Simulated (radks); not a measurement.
Question: The mean radii <r> (bohr) of the occupied orbitals of an atom or ion are listed with their occupations. Calculated with a radial shooting solver on a logarithmic mesh with Libxc functionals: scalar-relativistic Kohn-Sham, r2SCAN, spin-polarised, spherical densities, finite nucleus; meta-GGA in the generalised Kohn-Sham scheme; Fermi nuclear charge, rms radius of each element as measured or else 0.836 A^(1/3) + 0.57 fm.

| orbital | occ. | <r> |
|---|---|---|
| 1s down | 1 | 0.03517 |
| 1s up | 1 | 0.03517 |
| 2s up | 1 | 0.1536 |
| 2s down | 1 | 0.1536 |
| 2p up | 3 | 0.1340 |
| 2p down | 3 | 0.1339 |
| 3s up | 1 | 0.4277 |
| 3s down | 1 | 0.4277 |
| 3p up | 3 | 0.4297 |
| 3p down | 3 | 0.4298 |
| 3d up | 5 | 0.4149 |
| 3d down | 5 | 0.4149 |
| 4s up | 1 | 1.093 |
| 4s down | 1 | 1.088 |
| 4p up | 3 | 1.197 |
| 4p down | 3 | 1.190 |
| 4d up | 2 | 1.507 |

Name the element and its charge. Open shells, if any, are filled with parallel spins first.

Answer: Z = 42, molybdenum, charge +4: Mo4+ in [Kr] 4d2. The 1s radius gives Z: for a bare nucleus <r> = (2 gamma + 1)/(2Z) with gamma = sqrt(1 - (Z/c)^2), 0.03457 bohr for Z = 42, and screening makes it slightly larger (0.03517 here). The occupations add up to 38, and the charge is Z minus that.
